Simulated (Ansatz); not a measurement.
C$_{2}$H$_{9}$NOSi (`CC(O)N[SiH3]`), charge 0, multiplicity 1.

Problem. Give a relaxed structure at PBE0-D4/def2-TZVP (Ansatz 0.2.0). (Estimate.)

Solution. Computed: 
```xyz
14

C    -1.9476   -0.2575   -0.1650
C    -0.4650   -0.3832   -0.4285
O    -0.3036   -0.2805   -1.8334
N     0.2968    0.5935    0.2963
Si    1.8666    0.3330    0.9448
H    -2.1548   -0.3928    0.8967
H    -2.2924    0.7341   -0.4705
H    -2.5005   -1.0015   -0.7394
H    -0.1166   -1.3715   -0.0912
H     0.6388   -0.2865   -2.0233
H    -0.0293    1.5384    0.1566
H     1.8488   -0.8691    1.8202
H     2.9270    0.0979   -0.0831
H     2.2319    1.5454    1.7195
```
This is one stationary point; other conformers may exist.
